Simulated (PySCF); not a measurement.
A structure optimised at PBE-D3(BJ)/def2-SVP, used in a PySCF frequency run:

```xyz
11

C      1.6993    -0.8661    -0.5135
Si     0.0727     0.0357    -0.3315
N     -1.0920    -0.6702    -1.4059
O      0.1519     1.6812    -0.6404
Cl    -0.4601    -0.0430     1.6924
H      1.6098    -1.9207    -0.1831
H      2.4706    -0.3799     0.1159
H      2.0483    -0.8553    -1.5660
H     -2.0684    -0.3713    -1.3225
H     -1.0552    -1.6843    -1.5439
H      0.0325     1.8801    -1.5862
```

Question: Write its SMILES and formula.

Answer: C[Si](N)(O)Cl, CH6ClNOSi

Question: What are its rotational constants (standard atomic weights)?

Answer: 3.4749, 2.2798, 2.1695 GHz
